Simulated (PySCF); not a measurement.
An equivalent PySCF input for Cl (chlorine, neutral), [Ne] 3s2 3p5, 2P determinant, with the spin-free X2C one-electron Hamiltonian (Gaussian nucleus):

```python
from pyscf import gto, scf, dft, mp, cc
import basis_set_exchange as bse
mol = gto.M(atom="Cl 0 0 0", charge=0, spin=1, symmetry="D2h",
            basis=gto.basis.parse(bse.get_basis("x2c-SVPall", elements=["Cl"], fmt="nwchem", header=False)),
            nucmod="G")
mf = scf.UHF(mol).sfx2c1e()
mf.irrep_nelec = {'Ag': (3, 3), 'B1u': (2, 2), 'B2u': (2, 2), 'B3u': (2, 1)}
mf.kernel()
```

It reaches the same state as the run whose output follows, and the same energy. The run itself started from symmetry-adapted Hartree-Fock orbitals and held the occupation by maximum overlap, so the iterations belong to that start.

```
SCF conv_tol = 1e-09
number electrons alpha = 9  beta = 8
cycle= 1 E= -460.712012519246  delta_E= -0.00344  |g|= 0.0227  |ddm|= 0.0506
cycle= 2 E= -460.712339602012  delta_E= -0.000327  |g|= 0.0072  |ddm|= 0.0159
cycle= 3 E= -460.712377079073  delta_E= -3.75e-05  |g|= 0.000456  |ddm|= 0.0077
cycle= 4 E= -460.712377286279  delta_E= -2.07e-07  |g|= 7.7e-05  |ddm|= 0.000938
cycle= 5 E= -460.712377291658  delta_E= -5.38e-09  |g|= 2.57e-05  |ddm|= 0.000164
cycle= 6 E= -460.712377292374  delta_E= -7.16e-10  |g|= 2.34e-06  |ddm|= 8.21e-05
converged SCF energy = -460.712377292374  <S^2> = 0.75534627  2S+1 = 2.0053391
```
